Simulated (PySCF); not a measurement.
A GIAO shielding run with PySCF 2.14.0 with density-fitted response routines (density fitting, non-relativistic, gas phase) on SMILES C(C(=O)O)[SiH3], C$_{2}$H$_{6}$O$_{2}$Si:

```
$ OMP_NUM_THREADS=1 python probes_run.py task.json out

{"job": {"kind": "nmr", "xc": "PBE0", "basis": "6-31G*", "pop": true}, "charge": 0, "multiplicity": 1}
O      1.146647     0.264880     1.884852
C      1.093442     0.102415     0.694158
O      1.912394    -0.741082     0.044467
C      0.115474     0.753358    -0.230934
Si    -1.463217    -0.275660    -0.471545
H      2.482096    -1.138610     0.721016
H     -0.177199     1.722775     0.196620
H      0.568274     0.906872    -1.221684
H     -1.126018    -1.598667    -1.074006
H     -2.372107     0.471094    -1.391385
H     -2.142249    -0.483418     0.840180
```

Hardware: 1 thread of an Arm Neoverse V1, shared host. The job also computes population analyses, field gradients.

(1) How large is the calculation?

(2) How long does it take, and how much memory does it need?

(3) And these other runs on the same molecule and hardware: GIAO shielding at B97-2/pcSseg-2; GIAO shielding at BHandHLYP/pcSseg-2; GIAO shielding at CAM-B3LYP/pcSseg-2; GIAO shielding at LC-wPBE/pcSseg-2; GIAO shielding at PBE0/6-31G; GIAO shielding at PBE0/STO-3G?

Answers

(1) 48 electrons, 86 basis functions and 572 auxiliary functions.

(2) 6.1 s of wall time, with 14 SCF cycles and 5 response iterations; peak memory 0.48 GiB. Times on a shared host scatter by some tens of per cent.

(3) B97-2/pcSseg-2: 271 functions, 27 s; BHandHLYP/pcSseg-2: 271 functions, 26 s; CAM-B3LYP/pcSseg-2: 271 functions, 36 s; LC-wPBE/pcSseg-2: 271 functions, 50 s; PBE0/6-31G: 61 functions, 4.5 s; PBE0/STO-3G: 35 functions, 2.5 s.
